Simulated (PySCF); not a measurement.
disilylmethane cation (CH8Si2), SMILES [SiH3]C[SiH3] (connectivity only; charge and spin as stated), charge +1, multiplicity 2. Atoms are numbered in the order given.

```xyz
11

Si     1.4800     0.0000     0.2601
C      0.0000     0.0000    -1.0690
Si    -1.4800     0.0000     0.2601
H      2.4862     0.0000    -0.8470
H      1.4147    -1.2441     1.0528
H      1.4147     1.2441     1.0528
H      0.0000     0.9076    -1.6924
H      0.0000    -0.9076    -1.6924
H     -1.4147    -1.2441     1.0528
H     -1.4147     1.2441     1.0528
H     -2.4862     0.0000    -0.8470
```
Charge +1, spin multiplicity 2.

Coordinates come from a ωB97X-D3(BJ)/def2-SVP optimisation. A frequency run showed that this geometry is not a minimum. The multiplicity is an assumed one; other spin states were not compared.

The numbers are results of B3LYP/pcH-1 in PySCF, not measurements.

Unrestricted Kohn–Sham, ⟨S²⟩ = 0.755. Hyperfine tensors hold the contact and dipolar terms, without spin-orbit corrections.

Computed hyperfine couplings:
| nucleus | A(iso) (MHz) | A(iso) (G) | dipolar principal values (MHz) |
|---|---|---|---|
| 29Si no. 1 | 30.4 | 10.8 | -51.3, 21.7, 29.6 |
| 13C no. 2 | 40.7 | 14.5 | -54.2, -54.0, 108.2 |
| 29Si no. 3 | 30.4 | 10.8 | -51.3, 21.7, 29.6 |
| 1H no. 4 | 269.5 | 96.2 | -6.3, -0.6, 7.0 |
| 1H no. 5 | -9.4 | -3.3 | -4.7, -1.3, 5.9 |
| 1H no. 6 | -9.4 | -3.3 | -4.7, -1.3, 5.9 |
| 1H no. 7 | -37.7 | -13.5 | -24.3, -3.5, 27.8 |
| 1H no. 8 | -37.7 | -13.5 | -24.3, -3.5, 27.8 |
| 1H no. 9 | -9.4 | -3.3 | -4.7, -1.3, 5.9 |
| 1H no. 10 | -9.4 | -3.3 | -4.7, -1.3, 5.9 |
| 1H no. 11 | 269.5 | 96.2 | -6.3, -0.6, 7.0 |
